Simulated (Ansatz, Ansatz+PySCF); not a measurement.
```xyz
3

H    -0.0404    0.0876   -1.1784
C     0.0393   -0.3370   -0.1629
S     0.0297    0.3093    1.2700
```

Basis set: def2-SVP (spherical functions). Correlated methods keep 6 orbitals frozen. Correlation on ROHF uses semicanonical orbitals with singles. Charge 0, multiplicity 2.

Computed with Ansatz (development build ahead of 0.2.0); each method stands on the lowest determinant of its kind that the runs found.

**Question.** Give the atomization energy at this shape (free ground-state atoms in the same class of orbitals less the molecule, no zero-point energy) of doublet CHS by ROHF-CCSD(T), UHF-CCSD(T), ROHF-MP2, UHF-MP2, ROHF, UHF.

**Answer.**

```json
{"method": "ROHF-CCSD(T)", "atomization energy": "9.12 eV"}
{"method": "UHF-CCSD(T)", "atomization energy": "9.09 eV"}
{"method": "ROHF-MP2", "atomization energy": "9.28 eV"}
{"method": "UHF-MP2", "atomization energy": "8.83 eV"}
{"method": "ROHF", "atomization energy": "6.32 eV"}
{"method": "UHF", "atomization energy": "6.35 eV"}
```

Caution for UHF-CCSD(T), UHF-MP2, UHF: the unrestricted determinant is spin contaminated.
